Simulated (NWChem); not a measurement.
CH4ClInO; SMILES C[O][InH][Cl]

```xyz
8

In    -0.4792     0.0094     0.0000
H     -2.1770    -0.1831     0.0000
Cl     0.6030     2.0840     0.0000
O      0.8661    -1.4528     0.0000
C      0.5618    -2.8142     0.0000
H      0.9943    -3.3097    -0.8897
H      0.9943    -3.3097     0.8897
H     -0.5235    -3.0455     0.0000
```
Atoms are numbered in this order, from 1.

Level: PBE0/def2-SVP with def2 effective core potentials on In (NWChem), optimised geometry, unscaled harmonic frequencies. def2 effective core potentials on In; no spin-orbit coupling.

```csv
frequency (cm⁻¹),IR intensity (km/mol)
50,3.6
84,3.0
84,1.6
214,9.3
373,86.2
380,48.9
438,117.3
550,29.9
1150,193.7
1173,0.1
1202,47.3
1463,0.4
1475,29.3
1481,23.5
1851,96.8
2975,114.0
3053,59.6
3076,41.2
```

```json
{
 "zero_point_energy": "30.1 kcal/mol",
 "thermal correction to the enthalpy at 298.15 K (with zero-point energy)": "35.1 kcal/mol",
 "heat capacity Cv": "20.2 cal/(mol K)",
 "entropy at 298.15 K and 1 atm (symmetry number 1)": "86.9 cal/(mol K)"
}
```

Rigid rotor and harmonic oscillator; modes under 100 cm⁻¹ make the entropy uncertain.
